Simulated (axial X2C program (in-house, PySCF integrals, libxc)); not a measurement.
Low determinants of Sc⁺

Calculated with an axial X2C code built on PySCF integrals, basis dyall-cv3z (cores contracted in-house), spin-free (one-electron X2C) and two-component (2c, atomic mean-field Coulomb and Gaunt terms). Energies in eV from the lowest row of each column (rows without correlated energies are left out; n/a marks j-coupled starts, which PBE0 does not hold); electrons by l are Mulliken totals of the Hartree–Fock solution, and PBE0 can relax to another configuration under the same block occupation. Coupled cluster uses truncated natural virtuals with an MP2 remainder. Frozen shells in the correlated columns: 2 s, 1 p.

Spin-free determinants:

```csv
electrons by l,"M_S, M_L",HF,MP2,CCSD(T),PBE0
s7 p12 d1,"1, 0",0.00,0.03,0.00,0.00
s7 p12 d1,"1, 2",0.07,0.00,0.00,0.09
s7 p12 d1,"1, 1",0.06,0.03,0.00,0.05
s7 p12 d1,"0, 2",0.33,0.22,0.17,0.37
s7 p12 d1,"0, 1",0.33,0.27,0.18,0.36
```

Two-component determinants:

```json
{"electrons by l": "s7 p12 d1", "2M_J": "2", "HF": "0.06", "MP2": "0.00", "CCSD(T)": "0.00", "PBE0": "0.16"}
{"electrons by l": "s7 p12 d1", "2M_J": "2", "HF": "0.00", "MP2": "0.04", "CCSD(T)": "0.01", "PBE0": "0.00"}
{"electrons by l": "s7 p12 d1", "2M_J": "4", "HF": "0.06", "MP2": "0.04", "CCSD(T)": "0.01", "PBE0": "0.06"}
{"electrons by l": "s7 p12 d1", "2M_J": "6", "HF": "0.07", "MP2": "0.02", "CCSD(T)": "0.02", "PBE0": "0.10"}
{"electrons by l": "s7 p12 d1", "2M_J": "4", "HF": "0.32", "MP2": "0.22", "CCSD(T)": "0.17", "PBE0": "n/a"}
{"electrons by l": "s7 p12 d1", "2M_J": "4", "HF": "0.34", "MP2": "0.24", "CCSD(T)": "0.19", "PBE0": "0.38"}
```

Ground level as tabulated from the NIST Atomic Spectra Database (leading term): 2S+1 = 3, L = 2, J = 1.

Spin-free rows of one term, and 2c rows of one J level, should be degenerate; broken spherical symmetry, the missing current term of PBE0 and determinants that mix terms or J levels spread them. The search is wide but not exhaustive and can miss a configuration; gaps between s and d configurations can be off by some tenths of an eV with this basis and core.

The run took 99 s on 1 thread of Intel(R) Xeon(R) Platinum 8488C (Sapphire Rapids), with other jobs on the host.
